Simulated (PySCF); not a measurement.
These compounds are isomers of formula C₅H₇N₃O.

A. `InChI=1S/C5H7N3O/c1-2-8-5(4-9)3-6-7-8/h3-4H,2H2,1H3`
B. `COc1cc(C)nnn1`
C. SMILES N1=NN(C(C)=O)C=C1C

Spectrum 1. ¹H NMR (300 MHz, computed): δ 6.66 (s, 1H), 4.45 (s, 3H), 2.86 (s, 3H). ¹³C{¹H} NMR (computed): δ 169.2 (C), 162.0 (C), 109.3 (CH), 56.8 (CH3), 23.9 (CH3).

Spectrum 2. ¹H NMR (300 MHz, computed): δ 8.08 (s, 1H), 2.90 (s, 3H), 2.59 (s, 3H). ¹³C{¹H} NMR (computed): δ 173.9 (C), 149.1 (C), 126.4 (CH), 25.0 (CH3), 13.3 (CH3).

Spectrum 3. ¹H NMR (300 MHz, computed): δ 10.35 (s, 1H), 8.20 (s, 1H), 4.91 (q, 2H), 1.47 (t, 3H). ¹³C{¹H} NMR (computed): δ 183.8 (CH), 147.0 (CH), 140.0 (C), 46.8 (CH2), 19.3 (CH3).

Theoretical values (PySCF): shielding tensors at PBE0/pcSseg-1 (GIAO), geometry: GFN2-xTB. Non-relativistic, single conformer, in vacuum, averaged over atoms made equivalent by symmetry, fast rotation or ring inversion.

Shifts are taken against calculated references (same method and geometry level): ¹H (σref 31.72), ¹³C (σref 186.93) vs TMS. Where no couplings were computed, multiplicities follow the n + 1 count of equivalent neighbours, and m marks all less simple cases (inequivalent or close neighbours, rings, F or P nearby). Shifts are as computed. Against solution values, carbons near 30 ppm lie about +3 ppm off and those near 130 ppm about +5 ppm. Of 1211 compounds with measured shifts, 218 miss one by over three times the rms of a fit or turn the order of signals round; such compounds aren't used in these exercises.

Match each spectrum to its structure.

## Answers

1–B, 2–C, 3–A.

- Spectrum 1 (B): 5 ¹³C signals; δC 169.2 is an aromatic carbon bearing oxygen; δC 109.3 is an aromatic CH.
- Spectrum 2 (C): 5 ¹³C signals; δC 173.9 is an amide carbonyl carbon; δC 25.0 is a methyl carbon α to a carbonyl.
- Spectrum 3 (A): 5 ¹³C signals; δC 183.8 is an aldehyde carbonyl carbon; δC 147.0 is an aromatic CH next to a ring nitrogen.
